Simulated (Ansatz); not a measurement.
Molecule: CH₅O₂Si, net charge 0, doublet state. It need not be the lowest isomer of its formula. 
Coordinates optimised at B3LYP-D3(BJ)/def2-TZVP (Ansatz, a quantum-chemistry and plane-wave program):
```
O
C 1 1.4236
H 2 1.0889 1 107.86
H 2 1.0919 3 109.11 1 120.41
H 2 1.0940 3 108.86 4 118.85
Si 1 1.6290 2 125.49 3 -172.72
O 6 1.6493 1 117.36 2 -59.13
H 6 1.4750 1 105.46 2 177.78
H 6 1.4930 8 114.03 1 122.88
```
Charge 0, spin multiplicity 2.

Atomisation energy built up term by term with Ansatz (kcal/mol; UHF references for open shells; valence terms freeze the core; atomic spin-orbit terms are left out). CBS marks a two-point X^-3 extrapolation of the correlation energy; Hartree-Fock from the larger set.

| term | basis | kcal/mol |
|---|---|---|
| Hartree-Fock | cc-pV(Q+d)Z | 558.18 |
| CCSD correlation | CBS(cc-pV(T+d)Z,cc-pV(Q+d)Z) | 194.41 |
| (T) | CBS(cc-pV(T+d)Z,cc-pV(Q+d)Z) | 11.30 |
| core correlation | cc-pwCVTZ | 1.55 |
| scalar relativity (X2C) | cc-pVTZ-DK against cc-pVTZ | -1.37 |
| sum: De |  | 764.1 |

(T) makes 1.5 % of the CCSD(T) atomisation energy; under 5 % is typical of single-reference molecules.
